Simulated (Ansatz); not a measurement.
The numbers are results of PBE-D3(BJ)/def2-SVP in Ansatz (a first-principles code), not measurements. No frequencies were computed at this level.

Ansatz 0.2 input:
```yaml
crystal:
  periodic: [false, false, false]
  atoms:
    - { symbol: Ga, position_ang: [-0.004394, -0.017364, -0.03653] }
    - { symbol: F, position_ang: [-1.634917, -0.439774, 0.402539] }
    - { symbol: F, position_ang: [0.057459, 1.258217, -1.218447] }
    - { symbol: F, position_ang: [1.189083, -1.280396, -0.071276] }
    - { symbol: C, position_ang: [1.176515, 2.497832, 3.848664] }
    - { symbol: C, position_ang: [1.856974, 1.3222, 3.56686] }
    - { symbol: C, position_ang: [1.51138, 0.607133, 2.434148] }
    - { symbol: N, position_ang: [0.549228, 1.020157, 1.616975] }
    - { symbol: C, position_ang: [-0.112189, 2.143873, 1.874701] }
    - { symbol: C, position_ang: [0.17312, 2.91554, 2.985977] }
    - { symbol: H, position_ang: [1.423421, 3.078061, 4.724846] }
    - { symbol: H, position_ang: [2.642403, 0.963934, 4.212947] }
    - { symbol: H, position_ang: [2.003526, -0.317054, 2.157566] }
    - { symbol: H, position_ang: [-0.881834, 2.411403, 1.159981] }
    - { symbol: H, position_ang: [-0.37905, 3.823151, 3.170382] }
basis:
  gaussian: { orbitals: def2-svp }
hamiltonian:
  xc: pbe
  dispersion: d3bj
relax:
  max_steps: 150
```

Output:

```
Functional definition: PBE
2051 factors; their error is unknown
mean field evaluation 1: about -67233.8187 eV, gradient 8.4e1 eV
mean field evaluation 2: about -67204.6714 eV, gradient 1.6e2 eV
mean field evaluation 4: about -67247.1648 eV, gradient 9.3e0 eV
mean field evaluation 8: about -67247.3519 eV, gradient 7.3e-2 eV
mean field evaluation 16: about -67247.2190 eV, gradient 4.7e-4 eV
mean field -67247.21895763 eV, -2471.2897148907 hartree, gradient 4.4e-5 eV, S^2 0.000000; 0 other end points of the search recorded, 0 dependent functions left out
reference -67247.21900787 eV, -2471.2897167370 hartree; 50, 50 occupied and 133, 133 virtual orbitals, 2051 factors
relax step   1: F+E_penalty+E_count = -67247.63352683 eV  Δ(F+E_penalty+E_count) = +0.000e0 eV  max|allowed force component| = 9.401e-1 eV/Å  Δτ_max = 0.0000 Å  (32 SCF iters, accepted)
these checks for a lower state are left out or cut short: starts, cluster_reference, orbital_swaps, neighbouring_geometries, increment
2051 factors; their error is unknown
mean field -67247.36677867 eV, -2471.2951472138 hartree, gradient 1.1e-5 eV, S^2 0.000000; 0 other end points of the search recorded, 0 dependent functions left out
reference -67247.36682930 eV, -2471.2951490743 hartree; 50, 50 occupied and 133, 133 virtual orbitals, 2051 factors
relax step   2: F+E_penalty+E_count = -67247.77779041 eV  Δ(F+E_penalty+E_count) = -1.443e-1 eV  max|allowed force component| = 3.639e-1 eV/Å  Δτ_max = 0.1113 Å  (33 SCF iters, accepted)
these checks for a lower state are left out or cut short: starts, cluster_reference, orbital_swaps, neighbouring_geometries, increment
2051 factors; their error is unknown
mean field evaluation 32: about -67247.3944 eV, gradient 2.3e-3 eV
mean field -67247.39441180 eV, -2471.2961627126 hartree, gradient 1.6e-5 eV, S^2 0.000000; 0 other end points of the search recorded, 0 dependent functions left out
reference -67247.39446264 eV, -2471.2961645811 hartree; 50, 50 occupied and 133, 133 virtual orbitals, 2051 factors
relax step   3: F+E_penalty+E_count = -67247.80331286 eV  Δ(F+E_penalty+E_count) = -2.552e-2 eV  max|allowed force component| = 1.810e-1 eV/Å  Δτ_max = 0.1381 Å  (32 SCF iters, accepted)
these checks for a lower state are left out or cut short: starts, cluster_reference, orbital_swaps, neighbouring_geometries, increment
2051 factors; their error is unknown
mean field -67247.39746069 eV, -2471.2962747571 hartree, gradient 9.7e-6 eV, S^2 0.000000; 0 other end points of the search recorded, 0 dependent functions left out
reference -67247.39751154 eV, -2471.2962766259 hartree; 50, 50 occupied and 133, 133 virtual orbitals, 2051 factors
relax step   4: F+E_penalty+E_count = -67247.80634200 eV  Δ(F+E_penalty+E_count) = -3.029e-3 eV  max|allowed force component| = 7.611e-2 eV/Å  Δτ_max = 0.0386 Å  (33 SCF iters, accepted)
these checks for a lower state are left out or cut short: starts, cluster_reference, orbital_swaps, neighbouring_geometries, increment
2051 factors; their error is unknown
mean field -67247.40095186 eV, -2471.2964030552 hartree, gradient 1.2e-5 eV, S^2 0.000000; 0 other end points of the search recorded, 0 dependent functions left out
reference -67247.40100270 eV, -2471.2964049238 hartree; 50, 50 occupied and 133, 133 virtual orbitals, 2051 factors
relax step   5: F+E_penalty+E_count = -67247.81037409 eV  Δ(F+E_penalty+E_count) = -4.032e-3 eV  max|allowed force component| = 6.480e-2 eV/Å  Δτ_max = 0.1016 Å  (32 SCF iters, accepted)
these checks for a lower state are left out or cut short: starts, cluster_reference, orbital_swaps, neighbouring_geometries, increment
2051 factors; their error is unknown
mean field -67247.40133201 eV, -2471.2964170255 hartree, gradient 2.3e-5 eV, S^2 0.000000; 0 other end points of the search recorded, 0 dependent functions left out
reference -67247.40138289 eV, -2471.2964188953 hartree; 50, 50 occupied and 133, 133 virtual orbitals, 2051 factors
relax step   6: F+E_penalty+E_count = -67247.81081764 eV  Δ(F+E_penalty+E_count) = -4.435e-4 eV  max|allowed force component| = 2.176e-1 eV/Å  Δτ_max = 0.1960 Å  (32 SCF iters, accepted)
these checks for a lower state are left out or cut short: starts, cluster_reference, orbital_swaps, neighbouring_geometries, increment
2051 factors; their error is unknown
mean field -67247.40497898 eV, -2471.2965510494 hartree, gradient 1.0e-5 eV, S^2 0.000000; 0 other end points of the search recorded, 0 dependent functions left out
reference -67247.40502987 eV, -2471.2965529195 hartree; 50, 50 occupied and 133, 133 virtual orbitals, 2051 factors
relax step   7: F+E_penalty+E_count = -67247.81456562 eV  Δ(F+E_penalty+E_count) = -3.748e-3 eV  max|allowed force component| = 6.917e-2 eV/Å  Δτ_max = 0.0442 Å  (33 SCF iters, accepted)
these checks for a lower state are left out or cut short: starts, cluster_reference, orbital_swaps, neighbouring_geometries, increment
2051 factors; their error is unknown
mean field evaluation 64: about -67247.5438 eV, gradient 3.0e-2 eV
mean field -67247.40672254 eV, -2471.2966151239 hartree, gradient 8.5e-6 eV, S^2 0.000000; 0 other end points of the search recorded, 0 dependent functions left out
reference -67247.40677343 eV, -2471.2966169940 hartree; 50, 50 occupied and 133, 133 virtual orbitals, 2051 factors
relax step   8: F+E_penalty+E_count = -67247.81643647 eV  Δ(F+E_penalty+E_count) = -1.871e-3 eV  max|allowed force component| = 1.257e-2 eV/Å  Δτ_max = 0.0645 Å  (32 SCF iters, accepted)
these checks for a lower state are left out or cut short: starts, cluster_reference, orbital_swaps, neighbouring_geometries, increment
2051 factors; their error is unknown
mean field -67247.40764848 eV, -2471.2966491517 hartree, gradient 1.6e-5 eV, S^2 0.000000; 0 other end points of the search recorded, 0 dependent functions left out
reference -67247.40769938 eV, -2471.2966510222 hartree; 50, 50 occupied and 133, 133 virtual orbitals, 2051 factors
relax step   9: F+E_penalty+E_count = -67247.81744182 eV  Δ(F+E_penalty+E_count) = -1.005e-3 eV  max|allowed force component| = 9.276e-2 eV/Å  Δτ_max = 0.1335 Å  (32 SCF iters, accepted)
these checks for a lower state are left out or cut short: starts, cluster_reference, orbital_swaps, neighbouring_geometries, increment
2051 factors; their error is unknown
mean field -67247.40797274 eV, -2471.2966610678 hartree, gradient 8.9e-6 eV, S^2 0.000000; 0 other end points of the search recorded, 0 dependent functions left out
reference -67247.40802365 eV, -2471.2966629387 hartree; 50, 50 occupied and 133, 133 virtual orbitals, 2051 factors
relax step  10: F+E_penalty+E_count = -67247.81783828 eV  Δ(F+E_penalty+E_count) = -3.965e-4 eV  max|allowed force component| = 4.836e-2 eV/Å  Δτ_max = 0.0132 Å  (34 SCF iters, accepted)
these checks for a lower state are left out or cut short: starts, cluster_reference, orbital_swaps, neighbouring_geometries, increment
2051 factors; their error is unknown
mean field -67247.40830697 eV, -2471.2966733505 hartree, gradient 8.9e-6 eV, S^2 0.000000; 0 other end points of the search recorded, 0 dependent functions left out
reference -67247.40835787 eV, -2471.2966752212 hartree; 50, 50 occupied and 133, 133 virtual orbitals, 2051 factors
relax step  11: F+E_penalty+E_count = -67247.81822073 eV  Δ(F+E_penalty+E_count) = -3.825e-4 eV  max|allowed force component| = 8.392e-3 eV/Å  Δτ_max = 0.0098 Å  (34 SCF iters, accepted)
these checks for a lower state are left out or cut short: starts, cluster_reference, orbital_swaps, neighbouring_geometries, increment
2051 factors; their error is unknown
mean field evaluation 96: about -67247.4083 eV, gradient 8.6e-6 eV
mean field -67247.40834415 eV, -2471.2966747171 hartree, gradient 8.6e-6 eV, S^2 0.000000; 0 other end points of the search recorded, 0 dependent functions left out
reference -67247.40839506 eV, -2471.2966765877 hartree; 50, 50 occupied and 133, 133 virtual orbitals, 2051 factors
relax step  12: F+E_penalty+E_count = -67247.81824715 eV  Δ(F+E_penalty+E_count) = -2.642e-5 eV  max|allowed force component| = 3.518e-3 eV/Å  Δτ_max = 0.0128 Å  (34 SCF iters, accepted)
2051 factors; their error is unknown
mean field -67247.40834415 eV, -2471.2966747171 hartree, gradient 1.7e-5 eV, S^2 0.000000; 1 other end points of the search recorded, 0 dependent functions left out
reference -67247.40839506 eV, -2471.2966765877 hartree; 50, 50 occupied and 133, 133 virtual orbitals, 2051 factors
Total energy: -67247.81829805 eV, -2471.3117402451 hartree
Atom 0 at    -0.028984    -0.038347    -0.039356 Å, force    -0.000541     0.000123    -0.003518 eV/Å
Atom 1 at    -1.425208    -1.032773     0.409882 Å, force     0.002348     0.000608     0.000390 eV/Å
Atom 2 at    -0.414717     1.331408    -1.109244 Å, force     0.001274    -0.003004     0.002262 eV/Å
Atom 3 at     1.492275    -0.944323    -0.226350 Å, force    -0.003093     0.001873     0.000109 eV/Å
Atom 4 at     1.195264     2.501894     3.868664 Å, force     0.001211     0.000823    -0.000978 eV/Å
Atom 5 at     1.772011     1.244576     3.631672 Å, force    -0.000984    -0.000169     0.000504 eV/Å
Atom 6 at     1.398803     0.538724     2.484231 Å, force     0.000565     0.001690    -0.000382 eV/Å
Atom 7 at     0.492134     1.041409     1.619785 Å, force     0.000845     0.001926     0.001542 eV/Å
Atom 8 at    -0.053310     2.259680     1.820684 Å, force    -0.000813    -0.002536    -0.001034 eV/Å
Atom 9 at     0.272826     3.020749     2.946922 Å, force     0.001066     0.000109     0.000871 eV/Å
Atom 10 at     1.469986     3.079130     4.764469 Å, force    -0.000574    -0.000420     0.000177 eV/Å
Atom 11 at     2.509781     0.813345     4.322752 Å, force    -0.000647     0.000013    -0.000094 eV/Å
Atom 12 at     1.822202    -0.439777     2.208584 Å, force    -0.000560    -0.001178    -0.000014 eV/Å
Atom 13 at    -0.745198     2.602788     1.035640 Å, force    -0.000080     0.000561     0.000122 eV/Å
Atom 14 at    -0.187139     4.008432     3.090999 Å, force    -0.000017    -0.000419     0.000043 eV/Å
Dipole moment:     0.470175     0.943021     1.417501 e Å
```

Cost: roughly 110 core-seconds.
